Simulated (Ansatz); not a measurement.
B₁₂⁺, relaxed as a doublet with UKS r2SCAN-D4/def2-SVP in Ansatz, starting from the GFN2-xTB geometry. Force threshold 0.03 eV/Å.

Another isomer (doublet) lies 0.09 eV lower at PBE0-D4/def2-TZVP; other spin states weren't run for this one.

Start:

Cartesian coordinates in Å:
```
B -0.732 -0.919 -1.085
B 1.327 0.520 1.110
B 0.765 -1.225 -0.691
B -1.404 1.077 0.393
B 1.174 0.885 -0.630
B -1.702 -0.491 0.350
B 1.028 -1.047 1.064
B -0.494 -1.331 0.871
B -1.646 0.353 -1.131
B 0.026 1.367 0.947
B 1.984 -0.380 -0.179
B -0.324 1.192 -1.018
```

| step | energy (eV) | largest force component (eV/Å) | SCF passes |
| --- | --- | --- | --- |
| 1 | -8086.9141 | 1.586 | 29 |
| 2 | -8087.3430 | 0.678 | 36 |
| 3 (rejected) | -8087.2125 | 0.826 | 42 |
| 4 | -8087.4753 | 0.406 | 44 |
| 5 | -8087.5171 | 0.535 | 37 |
| 6 | -8087.6568 | 0.775 | 34 |
| 7 | -8087.8206 | 1.027 | 50 |
| 8 (rejected) | -8087.7417 | 1.392 | 49 |
| 9 | -8087.9420 | 0.358 | 42 |
| 10 | -8087.9602 | 0.298 | 54 |
| 11 | -8087.9980 | 0.450 | 51 |
| 12 (rejected) | -8087.8324 | 1.163 | 42 |
| 13 | -8088.0338 | 0.261 | 43 |
| 14 | -8088.0484 | 0.146 | 42 |
| 15 (rejected) | -8088.0309 | 0.256 | 42 |
| 16 | -8088.0532 | 0.062 | 38 |
| 17 (rejected) | -8088.0506 | 0.197 | 40 |
| 18 | -8088.0544 | 0.024 | 42 |
| 19 | -8088.0546 | 0.022 | 38 |
| 20 | -8088.0547 | 0.008 | 29 |

Force components are those of the run's own axes.

End:

```xyz
12

B    -0.681   -0.747   -1.271
B     1.063    0.309    1.127
B     0.768   -1.225   -0.636
B    -1.609    1.417    0.181
B     1.175    0.663   -0.773
B    -1.410   -0.214    0.423
B     1.321   -1.360    0.962
B    -0.213   -1.144    1.032
B    -1.824    0.302   -1.101
B    -0.298    1.237    1.009
B     2.097   -0.351   -0.046
B    -0.389    1.114   -0.905
```

Bonds formed: B1–B12, B2–B8, B3–B5, B6–B10 (atoms count from 1).

The force fell under the threshold at step 18, but the optimiser went on. No frequencies were taken in this run, so the end may be a saddle point.

Run time 1.7 min (4 threads of Intel Xeon on a shared host).
